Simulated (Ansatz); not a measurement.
Two members of one family (Series TiCl2X2), computed with Ansatz in the gas phase. The two geometries come from different levels. Binding counts from free atoms in the multiplicity of their measured ground term, without zero-point energy. A dash marks a value that wasn't run or was left out as unsound. The structures are stationary points that may keep the symmetry of their start. Remarks come from the PBE and PBE0 runs and from stability tests at other levels; not every state was tested. HOMO above LUMO (over both spins in singlets and doublets, within one spin in higher multiplets; at PBE or PBE0), or a gap under 0.15 eV within one spin, warns that the state may not be the lowest or that an electron is smeared out.

First: TiBr2Cl2 (singlet, charge 0, PBE-D4/def2-SVP geometry).

```
atom   x (Å)   y (Å)   z (Å)
 Ti1   0.026  -0.026  -0.017
 Br2  -1.283  -0.449   1.860
 Br3  -0.386   2.141  -0.759
 Cl4  -0.480  -1.438  -1.586
 Cl5   2.124  -0.229   0.502
```

| level | HOMO (eV) | LUMO (eV) | gap (eV) | vertical triplet (eV) | binding per atom (eV) |
| --- | --- | --- | --- | --- | --- |
| PBE-D4/def2-SVP | -7.54 | -4.49 | 3.05 | – | 3.73 |
| PBE-D4/def2-TZVP | -7.68 | -4.57 | 3.11 | 3.36 | – |
| r2SCAN-D4/def2-TZVP | -8.04 | -4.62 | 3.42 | 3.36 | – |
| r2SCANh-D4/def2-TZVP | -8.49 | -4.31 | 4.18 | – | – |
| PBE0-D4/def2-SVP | -8.86 | -3.88 | 4.98 | – | 3.39 |

Metal–donor distances: 2 × Br 2.33 Å, 2 × Cl 2.17 Å. Remarks: gap within one spin near zero at PBE or PBE0 (triplet).

Second: TiF2Cl2 (singlet, charge 0, B3LYP-D4/def2-SVP geometry).

```xyz
5

Ti    0.035    0.089    0.002
F     1.335    0.684   -0.968
F    -0.529    1.366    1.022
Cl    0.745   -1.560    1.233
Cl   -1.586   -0.579   -1.289
```

What does the change do? Estimate second minus first.


| level | Δ HOMO (eV) | Δ LUMO (eV) | Δ gap (eV) | Δ vertical triplet (eV) | Δ binding per atom (eV) |
| --- | --- | --- | --- | --- | --- |
| PBE-D4/def2-SVP | -0.68 | 0.21 | 0.89 | – | 0.94 |
| PBE-D4/def2-TZVP | -0.76 | 0.15 | 0.90 | 1.13 | – |
| r2SCAN-D4/def2-TZVP | -0.80 | 0.17 | 0.96 | 1.14 | – |
| r2SCANh-D4/def2-TZVP | -0.87 | 0.18 | 1.05 | – | – |
| PBE0-D4/def2-SVP | -0.89 | 0.20 | 1.08 | – | 0.85 |

Metal–donor distances: 2 × F 1.73 Å, 2 × Cl 2.18 Å.
